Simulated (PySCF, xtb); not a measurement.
Si(All)(H)3 (C₃H₈Si), SMILES C=CC[SiH3]. The values are those of a single conformer.

Harmonic wavenumbers (cm⁻¹) from GFN2-xTB (xtb 6.7.1) at its own minimum, in rising order: 82, 114, 229, 408, 507, 532, 600, 755, 774, 788, 791, 805, 880, 957, 1022, 1057, 1182, 1211, 1300, 1415, 1466, 1710, 2256, 2261, 2274, 2965, 2984, 3045, 3094, 3122.

Q: What does PBE-D3(BJ)/def2-SVP (PySCF) give at its own minimum? (An estimate is asked for; the answer gives what the named calculation found.)

A: 82, 146, 214, 396, 502, 568, 579, 749, 813, 881, 885, 911, 912, 924, 987, 1027, 1129, 1169, 1270, 1358, 1389, 1664, 2154, 2165, 2174, 2971, 3034, 3064, 3072, 3169. Paired by order, the mean absolute difference is 45 cm⁻¹ and the zero-point energies are 58.0 and 57.7 kcal/mol.
